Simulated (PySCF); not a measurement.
B3LYP has the VWN-RPA correlation part, as in Gaussian. 

```xyz
17

C      0.3417     0.9229     1.9525
C      0.6036    -0.3247     1.0970
Si    -0.1003    -0.2479    -0.6513
N      0.5593     1.1511    -1.4377
N      0.3440    -1.5472    -1.7182
N     -1.8260    -0.2384    -0.4358
H      0.7354     0.8183     2.9773
H     -0.7366     1.1376     2.0279
H      0.8198     1.8140     1.5124
H      0.1878    -1.2203     1.5956
H      1.6891    -0.5103     1.0135
H      0.4613     2.0611    -0.9975
H      0.4356     1.2311    -2.4430
H      1.3152    -1.6715    -1.9894
H     -0.1242    -2.4430    -1.6273
H     -2.2494    -0.7119     0.3555
H     -2.4562    -0.2210    -1.2315
```

Charge 0, multiplicity 1.

Task: Give the Mulliken and meta-Löwdin atomic charges from PySCF with B3LYP-D3(BJ)/def2-TZVP // B3LYP-D3(BJ)/def2-SVP.

Result: 
```csv
atom,Mulliken (e),meta-Löwdin (e)
C1,-0.34,-0.31
C2,-0.28,-0.47
Si3,0.68,1.18
N4,-0.62,-0.76
N5,-0.62,-0.76
N6,-0.62,-0.76
H7,0.11,0.10
H8,0.11,0.10
H9,0.10,0.10
H10,0.08,0.10
H11,0.09,0.11
H12,0.22,0.23
H13,0.22,0.23
H14,0.22,0.23
H15,0.22,0.23
H16,0.22,0.23
H17,0.22,0.23
```
